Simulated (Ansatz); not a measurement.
H2Cl3NTi, charge +1, doublet, geometry from GFN2-xTB (such geometries of metal compounds can be far from the true shape) (the multiplicity is a formal guess); Ansatz (a first-principles code) with BHLYP/STO-3G.

Input for Ansatz:
Ansatz 0.2 input:
```yaml
crystal:
  periodic: [false, false, false]
  atoms:
    - {symbol: Ti, position_ang: [-0.15933157, -0.28753755, -0.03001480]}
    - {symbol: Cl, position_ang: [1.81496279, -0.36330623, -0.82880689]}
    - {symbol: Cl, position_ang: [0.04959011, 0.37113777, 1.98970336]}
    - {symbol: Cl, position_ang: [-1.03069217, 1.41270485, -0.99761111]}
    - {symbol: N, position_ang: [-1.11563373, -1.86527969, -0.22119158]}
    - {symbol: H, position_ang: [-0.92094584, -2.61967038, -0.89011470]}
    - {symbol: H, position_ang: [-1.93995609, -2.14666419, 0.32292987]}
basis:
  gaussian:
    orbitals: STO-3G
hamiltonian:
  xc: {name: BHLYP}
total_charge: 1
magnetization: {spin_polarized: true, initial_magnetization: 1}
```

The log (banner, timings and long lists left out):

```
Functional definition: BHLYP
636 factors; integrals over basis functions are off by at most 1.1e-4 eV
mean field evaluation 1: about -61534.3877 eV, gradient 2.7e1 eV
mean field evaluation 2: about -61503.0667 eV, gradient 8.7e1 eV
mean field evaluation 4: about -61541.1053 eV, gradient 1.2e0 eV
mean field evaluation 8: about -61541.1259 eV, gradient 2.1e-2 eV
mean field evaluation 16: about -61541.1259 eV, gradient 4.0e-5 eV
mean field -61541.12593745 eV, -2261.5946641278 hartree, gradient 4.0e-5 eV, S^2 0.762630; 0 other end points of the search recorded, 0 dependent functions left out
reference -61541.12608226 eV, -2261.5946694495 hartree; 41, 40 occupied and 11, 12 virtual orbitals, 636 factors
Total energy: -61541.12608226 eV, -2261.5946694495 hartree
```
